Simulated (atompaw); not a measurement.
Cutoff test, Al, PAW (atompaw)

```json
{
  "Element": "aluminium",
  "Generator": "atompaw 4.2.0.5",
  "Type": "PAW",
  "Functional": "LDA (PW92)",
  "Relativity": "scalar-relativistic",
  "Frozen core": "[Ne]",
  "Valence charge": "3",
  "Reference configuration": "3s1.5 3p1.5",
  "Partial waves": "3s (bound): rc 2.95 bohr; 3s channel at 0.4 Ry: rc 2.95 bohr; 3p (bound): rc 2.95 bohr; 3p channel at 0.3 Ry: rc 2.95 bohr; 3d channel at 0.05 Ry: rc 2.70 bohr; 3d channel at 0.45 Ry: rc 2.70 bohr",
  "Local potential": "troulliermartins scheme with l = 3 at 1 Ry, radius 2.25 bohr",
  "Core correction": "smooth core density matched at 2.90 bohr",
  "Augmentation charge": "besselshape compensation charge, radius 2.15 bohr; PAW radius 2.95 bohr; waves and projectors: custom rrkj gramschmidtortho"
}
```

The pseudo-atom Hamiltonian at the reference potential is diagonalised in spherical Bessel functions j_l(qr) that vanish at 20 bohr, with q² up to the cutoff. All-electron valence levels (Ry): 3s -0.6075, 3p -0.2285.

How do the lowest levels (Ry) of each channel move with the cutoff, and are there ghosts?

```tsv
cutoff (Ry)	s #1	s #2	p #1	p #2	d #1	d #2	f #1	Σ f·Δε (mRy)
8	-0.6075	-0.0283	-0.2284	0.0236	0.0431	0.1175	0.1035	0.2
10	-0.6075	-0.0283	-0.2285	0.0236	0.0430	0.1174	0.1035	0.0
12	-0.6075	-0.0283	-0.2285	0.0236	0.0430	0.1173	0.1035	0.0
400	-0.6075	-0.0283	-0.2285	0.0236	0.0430	0.1173	0.1035	0.0
```

Result: no extra level below or beside the all-electron valence levels (s, p, d, f tested); 10 mRy is reached at 6 Ry and 1 mRy at 8 Ry.
